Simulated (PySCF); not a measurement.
## Diatomics with 44 electrons

PBE0 in PySCF with def2-SVPD on every atom (core potentials on Rb, Sr), for the lowest determinant that a PBE0 search found; no spin–orbit coupling. All have 44 electrons, 6 of them in the valence shells, and the same state, a triplet (π ↑↑). For ions De leads to the atom and ion picked by measured ionisation energies and electron affinities.

```tsv
species	difference of nuclear charges	Re (Å)	ωe (cm⁻¹)	k (mdyn/Å)	De (eV)	dissociates to
AlZn⁻	17	2.497	238	0.635	n/a	Al⁻ + Zn
ZnSi	16	2.374	278	0.888	1.18	Zn + Si
MgGe	20	2.600	252	0.678	1.08	Mg + Ge
RbN	30	2.735	260	0.480	0.84	Rb + N
SrN⁺	31	2.324	465	1.54	1.47	Sr⁺ + N
```

Which member of the whole set has the stiffest bond, and how does it compare with the softest?

SrN⁺ with k = 1.54 mdyn/Å, 3.2 times that of RbN.

Spin–orbit coupling is left out. For an ion De counts to the pair picked by the measured ionisation energies or electron affinities, which need not be the lowest pair at this level. The highest Kohn–Sham level is positive in this anion. Much of that is self-interaction error, but it also means that the finite basis helps to hold the extra electron. States were picked by a PBE0 search and need not be the measured ground states.
